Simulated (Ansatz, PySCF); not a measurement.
Gas-phase reaction in SMILES: C=CF [fluoroethene] -> [CH]=CF + H atom (the C-H bond at the site shown breaks; other sites are not compared here)
Structures are relaxed separately at B3LYP-D3(BJ)/def2-TZVP in Ansatz (a program for electronic structure). Markedly spin-contaminated UHF reference, which strains HF, MP2 and, less, CCSD(T): [CH]=CF.

Wanted: bond dissociation energy (electronic energy difference), in kcal/mol. Valence correlation only, unless marked. UHF or UKS for open shells. No spin-orbit coupling. No relativistic terms. 

| level | program | bond dissociation energy (kcal/mol) |
|---|---|---|
| BP86-D4/def2-TZVPD | PySCF + dftd4 | 120.6 |
| M06-L-D4/def2-TZVPD | PySCF + dftd4 | 116.5 |
| r2SCAN-D3(BJ)/def2-TZVPD | Ansatz + dftd3 | 116.7 |
| B3LYP-D3(BJ)/def2-TZVPD | Ansatz + dftd3 | 120.3 |
| PBE0-D4/def2-TZVPD | Ansatz + dftd4 | 118.3 |
| PBE0/def2-QZVPP | Ansatz | 118.2 |
| PW6B95-D4/def2-TZVPD | PySCF + dftd4 | 121.0 |
| wB97M-V/def2-TZVPD | Ansatz | 121.8 |
| B2PLYP-D4/def2-TZVPD | Ansatz + dftd4 | 120.2 |
| MP2/6-31G | Ansatz | 116.1 |
| MP2/cc-pVTZ | Ansatz | 126.1 |
| RI-MP2/aug-cc-pVTZ | Ansatz | 126.2 |
| CCSD(T)/aug-cc-pVDZ | Ansatz | 118.0 |
| CCSD(T)/cc-pVDZ | Ansatz | 117.6 |
